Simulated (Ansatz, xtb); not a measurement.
Relative energy of two isomers of C5H3NSe

Structure X: `C#Cc1ncc[se]1`, a singlet. Structure Y: `N#Cc1ccc[se]1`, a singlet. Both are isolated molecules in the gas phase, relaxed with r2SCAN-D4/def2-SVP.

Quicker runs give these differences E(Y) − E(X): GFN2-xTB −14.0 kcal/mol; HF/STO-3G −47.1 kcal/mol (at GFN2-xTB geometries); r2SCAN-D4/def2-SVP//GFN2-xTB −33.6 kcal/mol.

Question: Estimate E(Y) − E(X) at the level CCSD(T)/def2-SVP + ΔMP2/def2-TZVPP.

Answer: Calculated at CCSD(T)/def2-SVP + ΔMP2/def2-TZVPP: E(Y) − E(X) = −35.7 kcal/mol, so structure Y lies lower.

The same difference at several levels:

| level | geometry | E(Y) − E(X) (kcal/mol) | departure from the last row (kcal/mol) | job, with rough time for the two |
| --- | --- | --- | --- | --- |
| GFN2-xTB | GFN2-xTB | −14.0 | +21.7 | optimisation, 0.14 s |
| HF/STO-3G | GFN2-xTB | −47.1 | −11.4 | single point, 0.38 s |
| r2SCAN-D4/def2-SVP//GFN2-xTB | GFN2-xTB | −33.6 | +2.1 | single point, 3.3 s |
| r2SCAN-D4/def2-SVP | r2SCAN-D4/def2-SVP | −33.3 | +2.4 | optimisation, 27 s |
| HF/def2-SVP | r2SCAN-D4/def2-SVP | −39.0 | −3.3 | part of the CCSD(T) run |
| MP2/def2-SVP | r2SCAN-D4/def2-SVP | −38.0 | −2.3 | part of the CCSD(T) run |
| CCSD(T)/def2-SVP | r2SCAN-D4/def2-SVP | −37.2 | −1.6 | single point |
| CCSD(T)/def2-SVP + ΔMP2/def2-TZVPP | r2SCAN-D4/def2-SVP | −35.7 |  | single point, 52 s |

As drawn, Y has 1 C≡N, 2 C∷C in place of 1 C≡C, 2 C∷N (∷ is an aromatic bond).

None of the levels shown reverses the order. The largest departure from CCSD(T)/def2-SVP + ΔMP2/def2-TZVPP is that of GFN2-xTB, 21.7 kcal/mol. The last row adds to CCSD(T) the change of the MP2 difference between the two basis sets, here +1.6 kcal/mol.

With thermal terms from frequencies at re-optimised GFN2-xTB minima (ideal gas, soft modes damped towards free rotors, one conformer each, 298.15 K, 1 atm): on the last row, ΔE + ΔZPE = −34.7, ΔH = −34.9, ΔG = −34.6 kcal/mol.

The correlated steps freeze 15 core orbitals; the filled d shell of Se is correlated, in a basis made for valence electrons. Programs: Ansatz 0.2.0, xtb 6.7.1; the last row on 4 threads of Arm Neoverse V2 on a shared host.
